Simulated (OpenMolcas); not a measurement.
How basis sets differ on C4H4Si (SMILES C#C[SiH2]C#C)

C4H4Si: 9 atoms, total charge 0, spin state singlet. SMILES: `C#C[SiH2]C#C`. The coordinates come from a PBE0-D4/def2-TZVP relaxation.

```xyz
9

C     1.9861   -0.0680    1.6930
C     1.2450   -0.3182    0.7758
Si    0.1395   -0.7138   -0.6164
C    -1.2529    0.4596   -0.6484
C    -2.1806    1.2287   -0.6817
H     2.6396    0.1556    2.5051
H     0.8961   -0.6114   -1.8858
H    -0.3846   -2.0893   -0.4501
H    -2.9998    1.9103   -0.7086
```

Each level gives the HOMO–LUMO gap (eV). The values are calculated.

| level | kind | program | value (eV) | CPU time |
| --- | --- | --- | --- | --- |
| HF/STO-3G | Hartree–Fock | OpenMolcas | 18.29 | 1.4 s |
| HF/3-21G | Hartree–Fock | OpenMolcas | 14.73 | 1.9 s |
| HF/ANO-S-VDZP (RICD fitting) | Hartree–Fock | OpenMolcas | 13.97 | 5 s |
| HF/cc-pVDZ | Hartree–Fock | OpenMolcas | 14.33 | 7.5 s |

The values span 13.97 to 18.29 eV. A Hartree–Fock LUMO above zero doesn't converge with the basis: it sinks as sets grow more diffuse. Orbital gaps aren't excitation energies. Times are those of the runs behind each value, whatever else they computed, on shared processors of several kinds: orders of magnitude only.
